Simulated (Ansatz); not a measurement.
The cluster RuBr3, relaxed as a quartet with UKS r2SCAN-D4/def2-SVP in Ansatz, starting from the r2SCAN-D4/def2-SVP geometry of the neutral doublet. Force threshold 0.02 eV/Å.

In the def2 sets Ru takes a core potential; there is no spin–orbit coupling. The structure comes from a short search, and lower isomers may exist.

Start:

```xyz
4

Ru    0.0434    0.0961   -0.1692
Br   -2.2814    0.3994   -0.2828
Br    0.9440   -1.9771   -0.8021
Br    1.2941    1.4816    1.2541
```

Question: Estimate the energy that the relaxation releases and the steps that it takes.

Answer: 6.3 kcal/mol, in 6 steps; 1.7 min on 4 threads of Arm Neoverse V1 on a shared host. No frequencies were taken in this run, so the end may be a saddle point.

Question: Does the start keep its bonding and symmetry?

Answer: By distances, no bond broke or formed. The bond that changes most is Ru1–Br4, from 2.35 to 2.32 Å (atoms count from 1). Point group C3v at the start, C2v at the end, both within 0.05 Å.

Question: Predict the relaxed structure.

Answer: 
```xyz
4

Ru   -0.145   -0.169   -0.135
Br   -2.318    0.752   -0.187
Br    1.316   -1.913   -0.760
Br    1.147    1.330    1.083
```
Bond lengths: 3 × Br–Ru 2.32 to 2.36 Å.
